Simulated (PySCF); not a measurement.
CH3BrOSn, neutral, multiplicity 1. Atoms are numbered in the order given.

```xyz
7

Sn     0.3898    -0.1878     0.9132
Br    -1.2143     0.9483    -0.7314
O      1.4001    -1.3034    -0.3779
C      1.3160    -1.4667    -1.7618
H      0.5318    -0.8397    -2.2239
H      2.2818    -1.2102    -2.2333
H      1.0991    -2.5220    -2.0073
```

Coordinates come from a PBE0-D3(BJ)/def2-SVP optimisation. The structure was generated by enumeration; whether it is a known compound was not checked. The def2 effective core potentials stand for the cores of Sn; spin–orbit coupling is left out. Other conformers were not sampled.

Method: B3LYP/def2-TZVP in PySCF.

Isolated molecule, no solvent.

| Property | Value |
|---|---|
| total energy | -2903.82634 hartree |
| highest occupied level | -7.56 eV |
| lowest empty level | -2.84 eV |
| orbital gap | 4.72 eV |
| dipole moment | 2.06 D |
| quadrupole, principal values (traceless, Buckingham form, about the centre of nuclear charge) | -9.04, 3.75, 5.29 D·Å |
| mean static polarisability | 77.6 bohr³ (11.49 Å³) |
| polarisability, principal values | 55.3, 84.6, 92.8 bohr³ |
